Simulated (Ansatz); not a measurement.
`CS[SiH](F)[SiH3]` and `F[SiH]([SiH3])[SiH2]Cl` differ in one atom or group.

Ansatz, PBE0-D4/def2-TZVP geometries, multiplicity 1. Each molecule was computed in one conformer, which needn't be the lowest.

```csv
property,`CS[SiH](F)[SiH3]`
LUMO energy (ωB97M-V/def2-TZVPP) / eV,1.41
HOMO–LUMO gap (ωB97M-V/def2-TZVPP) / eV,10.96
HOMO–LUMO gap (B3LYP/def2-TZVPP) / eV,6.55
size of the dipole moment (B3LYP/def2-TZVPP) / D,1.50
LUMO energy (PBE/def2-TZVPP) / eV,-1.25
HOMO energy (ωB97M-V/def2-TZVPP) / eV,-9.55
```

Problem. What does the change do to each property? (An estimate is asked.)

Solution. Ansatz gave: 
```csv
property,`F[SiH]([SiH3])[SiH2]Cl`,shift
LUMO energy (ωB97M-V/def2-TZVPP) / eV,0.40,-1.01
HOMO–LUMO gap (ωB97M-V/def2-TZVPP) / eV,10.31,-0.65
HOMO–LUMO gap (B3LYP/def2-TZVPP) / eV,6.21,-0.34
size of the dipole moment (B3LYP/def2-TZVPP) / D,0.15,-1.35
LUMO energy (PBE/def2-TZVPP) / eV,-2.23,-0.98
HOMO energy (ωB97M-V/def2-TZVPP) / eV,-9.91,-0.36
```

With PBE0 the HOMO falls by 0.59 eV and the LUMO falls by 1.00 eV, so the gap narrows by about 0.41 eV. PBE moves the HOMO by -0.66 eV and ωB97M-V by -0.36 eV. Dipoles are sizes alone; their direction can turn.

B3LYP here is the variant with VWN-RPA as its local correlation; programs differ in this.
